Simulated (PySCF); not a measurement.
The potential of point charges around `P[Si@@H]1CC(Cl)=CC[SiH2]1`

Species: `P[Si@@H]1CC(Cl)=CC[SiH2]1`. Coordinates (GFN2-xTB, Å) and charges (e) from the PBE0/pcSseg-1 density (PySCF):

| atom | x | y | z | Mulliken | IAO | Hirshfeld | ESP-fitted |
| --- | --- | --- | --- | --- | --- | --- | --- |
| P1 | 3.195 | 0.771 | 0.157 | -0.1770 | -0.0826 | -0.0152 | -0.3606 |
| Si2 | 1.194 | 0.472 | -0.827 | +0.2400 | +0.4252 | +0.2164 | +0.2553 |
| C3 | -0.091 | 1.435 | 0.243 | -0.3817 | -0.5277 | -0.1635 | -0.1188 |
| C4 | -1.446 | 1.202 | -0.316 | -0.2817 | -0.0170 | +0.0121 | -0.2096 |
| Cl5 | -2.237 | 2.605 | -0.977 | -0.0894 | -0.0515 | -0.0461 | -0.0695 |
| C6 | -2.047 | 0.018 | -0.394 | -0.0391 | -0.1799 | -0.0680 | -0.1454 |
| C7 | -1.418 | -1.240 | 0.105 | -0.4672 | -0.5234 | -0.1514 | -0.0977 |
| Si8 | 0.171 | -1.626 | -0.907 | +0.3979 | +0.4477 | +0.2416 | +0.1241 |
| H9 | 3.054 | -0.260 | 1.070 | +0.0538 | -0.0061 | -0.0119 | +0.1106 |
| H10 | 3.861 | -0.040 | -0.742 | +0.0615 | -0.0011 | -0.0089 | +0.1277 |
| H11 | 1.309 | 1.180 | -2.116 | +0.0091 | -0.0876 | -0.0744 | -0.0339 |
| H12 | -0.048 | 1.063 | 1.270 | +0.1692 | +0.1568 | +0.0443 | +0.1448 |
| H13 | 0.131 | 2.500 | 0.275 | +0.1693 | +0.1735 | +0.0420 | +0.0971 |
| H14 | -3.023 | -0.059 | -0.847 | +0.1057 | +0.1625 | +0.0449 | +0.1484 |
| H15 | -1.136 | -1.124 | 1.154 | +0.1624 | +0.1525 | +0.0422 | +0.0614 |
| H16 | -2.134 | -2.056 | 0.054 | +0.1586 | +0.1618 | +0.0492 | +0.0857 |
| H17 | -0.225 | -2.103 | -2.235 | -0.0386 | -0.0972 | -0.0746 | -0.0422 |
| H18 | 0.879 | -2.732 | -0.244 | -0.0528 | -0.1059 | -0.0786 | -0.0772 |

Points outside the species (Å): A (1.7, 4.9, -1.0); B (1.6, -4.9, 3.4); C (3.3, -3.6, -8.3).

Find the potential V = 14.3996 V·Å × Σ q/r of each set of charges at these points.

In volts:

```json
{"point": "A", "nearest atom": "H13", "distance (Å)": "3.14", "Mulliken": "-0.154", "IAO": "-0.011", "Hirshfeld": "-0.012", "ESP-fitted": "-0.105"}
{"point": "B", "nearest atom": "H18", "distance (Å)": "4.30", "Mulliken": "+0.233", "IAO": "+0.085", "Hirshfeld": "+0.045", "ESP-fitted": "+0.121"}
{"point": "C", "nearest atom": "H17", "distance (Å)": "7.17", "Mulliken": "+0.121", "IAO": "+0.072", "Hirshfeld": "+0.022", "ESP-fitted": "+0.028"}
```

How far are the other sets from the ESP-fitted one at these points?

Root-mean-square difference: IAO 0.064 V, Hirshfeld 0.070 V, Mulliken 0.089 V. The ESP scheme is a least-squares fit of atom-centred charges to the potential on four shells outside the van der Waals surface, with the total charge fixed.

What energy would a point charge of +3 e have at B in the field of the ESP charges, leaving out polarisation?

+0.364 eV = +35.1 kJ/mol, a repulsion.

Geometry: GFN2-xTB, one conformer, isolated molecule.

The run behind these numbers computed NMR shieldings as well. Time: 49 s wall; peak memory 0.95 GiB. Hardware: one thread of an Arm Neoverse V1, on a shared host.
